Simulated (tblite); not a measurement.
Record of a relaxation.

Species: C3H11BF2Si2.
Atom-mapped SMILES: `[F:1][B:2]([F:3])[CH2:4][CH2:5][SiH2:6][CH2:7][SiH3:8]` (hydrogens: H9, H10 on C4; H11, H12 on C5; H13, H14 on Si6; H15, H16 on C7; H17, H18, H19 on Si8)

Computed with GFN2-xTB (tblite), gas phase: L-BFGS steps from a force-field or distance-geometry start until the largest atomic force falls under 0.01 eV/Å. 6 of its 104 geometries are shown.

Step 0: E = -714.2063 eV, largest atomic force 3.657 eV/Å
```
atom  x, y, z in Å  |  force x, y, z in eV/Å
F1      4.233    0.524    0.492   -3.258   1.647  -0.208
B2      2.854    0.997    0.410    1.757   1.328   0.575
F3      2.582    2.400    0.541    1.124  -3.274  -0.332
C4      1.667   -0.044    0.237    0.897  -0.262   1.033
C5      0.891    0.213   -1.037   -0.110   0.519  -0.969
Si6    -0.488   -1.042   -1.281   -0.012  -0.625  -0.556
C7     -1.668   -1.041    0.166   -0.197  -0.749   0.660
Si8    -2.456    0.641    0.367   -0.600   0.644   0.153
H9      2.099   -1.081    0.227   -0.499   0.792   0.049
H10     0.990    0.041    1.127    0.435  -0.142  -0.729
H11     1.568    0.143   -1.923   -0.390   0.290   0.701
H12     0.438    1.227   -1.020    0.518  -0.477  -0.071
H13     0.104   -2.379   -1.401    0.077  -0.082  -0.059
H14    -1.218   -0.723   -2.512    0.021   0.018  -0.067
H15    -1.126   -1.297    1.101   -0.425  -0.060  -0.527
H16    -2.462   -1.799    0.000    0.569   0.361   0.239
H17    -3.131    1.015   -0.888    0.060  -0.002   0.145
H18    -3.452    0.577    1.450    0.069   0.050  -0.064
H19    -1.436    1.637    0.701   -0.035   0.024   0.029
```

Step 21: E = -714.9429 eV, largest atomic force 0.060 eV/Å
```
atom  x, y, z in Å  |  force x, y, z in eV/Å
F1      4.139    0.661    0.473    0.013   0.018  -0.020
B2      2.862    0.990    0.425    0.021   0.021   0.048
F3      2.652    2.289    0.519    0.004   0.013  -0.014
C4      1.698   -0.055    0.253   -0.035   0.005  -0.048
C5      0.915    0.189   -1.056   -0.025  -0.013  -0.028
Si6    -0.472   -1.094   -1.316    0.035   0.029  -0.017
C7     -1.673   -1.020    0.156    0.007  -0.009  -0.025
Si8    -2.506    0.675    0.407    0.002  -0.010   0.004
H9      2.089   -1.074    0.257   -0.041   0.016   0.011
H10     0.993    0.035    1.083    0.021  -0.036  -0.004
H11     1.608    0.168   -1.899   -0.011  -0.026   0.032
H12     0.491    1.194   -1.033    0.039  -0.027   0.007
H13     0.137   -2.428   -1.443   -0.008  -0.003   0.040
H14    -1.178   -0.784   -2.566    0.006   0.011   0.001
H15    -1.151   -1.308    1.069   -0.016   0.021  -0.010
H16    -2.443   -1.776    0.006   -0.020   0.019   0.004
H17    -3.183    1.063   -0.832    0.002   0.010   0.012
H18    -3.492    0.608    1.491    0.008  -0.039   0.005
H19    -1.497    1.677    0.765   -0.001   0.000   0.002
```

Step 41: E = -714.9489 eV, largest atomic force 0.035 eV/Å
```
atom  x, y, z in Å  |  force x, y, z in eV/Å
F1      4.139    0.692    0.442    0.010   0.009  -0.004
B2      2.856    1.000    0.422    0.002  -0.001   0.001
F3      2.629    2.297    0.510    0.001   0.004   0.005
C4      1.702   -0.059    0.256    0.013   0.008   0.013
C5      0.940    0.172   -1.066   -0.003  -0.010   0.013
Si6    -0.462   -1.091   -1.322   -0.025  -0.024   0.006
C7     -1.685   -1.001    0.131   -0.001  -0.001  -0.008
Si8    -2.521    0.683    0.426    0.010  -0.004   0.000
H9      2.095   -1.076    0.274   -0.004   0.002  -0.004
H10     0.989    0.029    1.079   -0.007   0.004  -0.007
H11     1.645    0.118   -1.896    0.000  -0.006   0.002
H12     0.539    1.185   -1.067    0.002   0.003  -0.010
H13     0.126   -2.440   -1.389   -0.001   0.014  -0.006
H14    -1.135   -0.793   -2.593    0.002   0.000   0.015
H15    -1.176   -1.302    1.048   -0.001  -0.001  -0.011
H16    -2.463   -1.748   -0.031    0.001   0.004  -0.014
H17    -3.216    1.116   -0.788   -0.003  -0.008  -0.003
H18    -3.489    0.544    1.519   -0.006   0.008   0.005
H19    -1.522    1.685    0.804    0.011  -0.002   0.008
```

Step 62: E = -714.9507 eV, largest atomic force 0.030 eV/Å
```
atom  x, y, z in Å  |  force x, y, z in eV/Å
F1      4.138    0.730    0.392   -0.005   0.000  -0.006
B2      2.851    1.023    0.420   -0.002  -0.002  -0.007
F3      2.614    2.316    0.541   -0.007  -0.005   0.001
C4      1.702   -0.046    0.267   -0.003   0.003   0.010
C5      0.952    0.153   -1.068    0.005  -0.002   0.008
Si6    -0.465   -1.097   -1.319    0.001  -0.002   0.011
C7     -1.705   -1.013    0.119    0.010   0.016  -0.007
Si8    -2.508    0.683    0.441    0.008  -0.011  -0.008
H9      2.099   -1.061    0.310   -0.012   0.002  -0.005
H10     0.981    0.059    1.080   -0.010  -0.004   0.004
H11     1.665    0.062   -1.888   -0.001   0.008  -0.003
H12     0.567    1.172   -1.103   -0.008  -0.006  -0.010
H13     0.116   -2.447   -1.395    0.001  -0.005   0.003
H14    -1.133   -0.789   -2.590    0.006   0.004   0.007
H15    -1.216   -1.348    1.036   -0.011  -0.007  -0.016
H16    -2.497   -1.737   -0.077    0.022   0.014   0.014
H17    -3.200    1.134   -0.768    0.000   0.005   0.003
H18    -3.479    0.550    1.534    0.007   0.007  -0.003
H19    -1.490    1.665    0.827   -0.002  -0.015   0.003
```

Step 82: E = -714.9538 eV, largest atomic force 0.025 eV/Å
```
atom  x, y, z in Å  |  force x, y, z in eV/Å
F1      4.076    0.785    0.230   -0.015   0.005   0.009
B2      2.796    1.050    0.416    0.008   0.003  -0.024
F3      2.551    2.332    0.613    0.004  -0.013   0.015
C4      1.653   -0.029    0.308   -0.006   0.005  -0.009
C5      0.957    0.127   -1.063   -0.003   0.006  -0.004
Si6    -0.455   -1.124   -1.334   -0.006   0.005   0.015
C7     -1.704   -1.028    0.095   -0.003  -0.004   0.006
Si8    -2.441    0.689    0.459    0.009  -0.013  -0.004
H9      2.045   -1.043    0.398   -0.011   0.007  -0.006
H10     0.904    0.110    1.088    0.005  -0.008   0.001
H11     1.699    0.018   -1.854    0.004  -0.005   0.008
H12     0.567    1.142   -1.144    0.006   0.004  -0.002
H13     0.117   -2.478   -1.405    0.006  -0.003   0.000
H14    -1.104   -0.801   -2.611    0.000  -0.010   0.004
H15    -1.237   -1.407    1.005   -0.002   0.002  -0.011
H16    -2.523   -1.715   -0.124    0.008   0.004   0.001
H17    -3.114    1.198   -0.738    0.001   0.006   0.001
H18    -3.415    0.569    1.550    0.000   0.003  -0.001
H19    -1.382    1.614    0.870   -0.006   0.005   0.002
```

Step 103: E = -714.9548 eV, largest atomic force 0.010 eV/Å
```
atom  x, y, z in Å  |  force x, y, z in eV/Å
F1      4.055    0.796    0.189   -0.008   0.005  -0.002
B2      2.781    1.053    0.419    0.006   0.001   0.004
F3      2.544    2.325    0.682    0.002  -0.006   0.002
C4      1.637   -0.022    0.302    0.001   0.002   0.001
C5      0.953    0.127   -1.076    0.002  -0.001   0.002
Si6    -0.452   -1.132   -1.335    0.001  -0.008  -0.005
C7     -1.701   -1.029    0.094    0.000  -0.001   0.000
Si8    -2.422    0.693    0.464   -0.005   0.006  -0.003
H9      2.024   -1.037    0.397    0.001   0.006  -0.006
H10     0.881    0.120    1.076    0.003   0.002   0.001
H11     1.704    0.009   -1.858   -0.002  -0.001  -0.004
H12     0.567    1.143   -1.170    0.003   0.001   0.005
H13     0.138   -2.479   -1.391   -0.008  -0.002   0.001
H14    -1.109   -0.834   -2.614    0.004   0.000  -0.001
H15    -1.238   -1.416    1.003    0.006  -0.001   0.003
H16    -2.524   -1.708   -0.128   -0.003  -0.002   0.000
H17    -3.082    1.218   -0.734    0.001   0.000   0.001
H18    -3.405    0.574    1.547   -0.001   0.002   0.000
H19    -1.362    1.609    0.889   -0.002  -0.003   0.001
```

Problem. Summarise the path.

Solution. The energy falls by 72.22 kJ/mol from step 0 to step 103; nine tenths of that is first reached at step 4. It falls at every step. The largest force goes from 3.657 to 0.010 eV/Å. Among the bonds F1–B2 changes most, from 1.460 to 1.320 Å; the atoms move by 0.186 Å rms after alignment.

Problem. Follow the three bonds and two angles with the largest change from start to end.

Solution. 
| step | E above end (kJ/mol) | largest force (eV/Å) | F1–B2 (Å) | B2–F3 (Å) | C7–Si8 (Å) | F1–B2–F3 (°) | Si6–C7–Si8 (°) |
| --- | --- | --- | --- | --- | --- | --- | --- |
| 0 | 72.22 | 3.657 | 1.460 | 1.435 | 1.868 | 119.3 | 110.5 |
| 4 | 5.31 | 0.390 | 1.324 | 1.322 | 1.894 | 116.7 | 110.8 |
| 9 | 2.39 | 0.129 | 1.320 | 1.319 | 1.900 | 112.9 | 112.1 |
| 13 | 1.78 | 0.083 | 1.321 | 1.320 | 1.903 | 113.2 | 112.8 |
| 18 | 1.35 | 0.065 | 1.321 | 1.319 | 1.904 | 113.2 | 113.7 |
| 22 | 1.09 | 0.055 | 1.320 | 1.319 | 1.905 | 113.4 | 114.6 |
| 27 | 0.82 | 0.056 | 1.320 | 1.320 | 1.904 | 113.4 | 115.8 |
| 31 | 0.68 | 0.035 | 1.320 | 1.320 | 1.902 | 113.1 | 116.1 |
| 36 | 0.61 | 0.031 | 1.320 | 1.320 | 1.903 | 113.3 | 116.3 |
| 40 | 0.58 | 0.018 | 1.320 | 1.320 | 1.903 | 113.4 | 116.3 |
| 45 | 0.53 | 0.024 | 1.320 | 1.320 | 1.903 | 113.3 | 116.4 |
| 49 | 0.48 | 0.026 | 1.320 | 1.320 | 1.903 | 113.3 | 116.4 |
| 54 | 0.44 | 0.021 | 1.320 | 1.320 | 1.903 | 113.3 | 116.4 |
| 58 | 0.43 | 0.015 | 1.320 | 1.320 | 1.903 | 113.3 | 116.4 |
| 63 | 0.38 | 0.020 | 1.320 | 1.320 | 1.904 | 113.2 | 116.2 |
| 67 | 0.34 | 0.035 | 1.320 | 1.320 | 1.902 | 113.3 | 116.4 |
| 72 | 0.25 | 0.027 | 1.320 | 1.320 | 1.904 | 113.2 | 116.3 |
| 76 | 0.18 | 0.045 | 1.320 | 1.320 | 1.902 | 113.3 | 116.4 |
| 81 | 0.11 | 0.041 | 1.321 | 1.320 | 1.904 | 113.3 | 116.4 |
| 85 | 0.08 | 0.018 | 1.320 | 1.320 | 1.903 | 113.3 | 116.3 |
| 90 | 0.05 | 0.018 | 1.320 | 1.320 | 1.904 | 113.3 | 116.3 |
| 94 | 0.04 | 0.014 | 1.320 | 1.320 | 1.903 | 113.3 | 116.2 |
| 99 | 0.01 | 0.015 | 1.320 | 1.320 | 1.904 | 113.3 | 116.3 |
| 103 | 0.00 | 0.010 | 1.320 | 1.320 | 1.903 | 113.3 | 116.4 |

The cost below is that of the whole relaxation. The run took 1.4 s of wall time on one thread of an Arm Neoverse N1, on a shared host.
